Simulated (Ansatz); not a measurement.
The first iterations of a band of C3H8SSi (13 atoms, charge 0, multiplicity 1).

The calculation used Ansatz 0.2.0, RHF/cc-pVDZ.

- movable images: 6
- climbing image: no
- spring: 5.0 eV/Å²
- optimiser: quadratic models (default)
- start path: through a guess of the saddle point
- force threshold: 0.05 eV/Å
- iteration limit: 60
- end points: relaxed

First end point:

```xyz
13
Properties=species:S:1:pos:R:3
C -1.836 -0.329 -0.097
Si -0.094 -1.039 -0.275
C 1.229 0.087 0.551
C 1.218 1.473 0.016
S 2.188 2.073 -1.129
H -1.929 0.630 -0.612
H -2.567 -1.015 -0.534
H -2.099 -0.184 0.955
H 0.257 -1.204 -1.709
H -0.008 -2.362 0.405
H 1.015 0.097 1.625
H 2.200 -0.382 0.384
H 0.447 2.120 0.435
```

Last end point:

```xyz
13
Properties=species:S:1:pos:R:3
C -1.953 -0.573 0.042
Si -0.158 -1.010 -0.329
C 1.070 0.064 0.705
C 0.924 1.461 0.258
S 2.258 1.975 -0.669
H -2.153 0.474 -0.195
H -2.627 -1.199 -0.548
H -2.180 -0.732 1.100
H 0.141 -0.843 -1.776
H 0.126 -2.423 0.047
H 0.676 -0.037 1.721
H 2.065 -0.397 0.651
H 1.834 3.205 -0.992
```

| iteration | highest image above the first end (eV) | largest band force component (eV/Å) |
| --- | --- | --- |
| 1 | 4.467 | 4.056 |
| 2 | 3.400 | 1.973 |
| 3 | 3.583 | 3.023 |
| 4 | 3.809 | 3.311 |
| 5 | 3.821 | 1.066 |
| 6 | 3.853 | 0.917 |
| 7 | 3.533 | 2.173 |
| 8 | 3.373 | 1.545 |
| 9 | 3.115 | 0.906 |
| 10 | 3.113 | 0.357 |

Q: Does the band converge within its limit, and where does its top end?

A: It converged. It ended after 30 iterations with the highest image 3.744 eV above the first end. Neighbouring images differ by up to 2.1 eV, so the band resolves the path poorly. No image climbed, so the highest image needn't sit at the top of the path. The orbitals stay closed-shell, which can raise the energy where a bond breaks towards radicals; this wasn't checked here.

Time of the run: 4.4 min on 2 threads of AMD EPYC 9R14 (Zen 4), with other jobs on the host, peak memory 0.3 GiB.
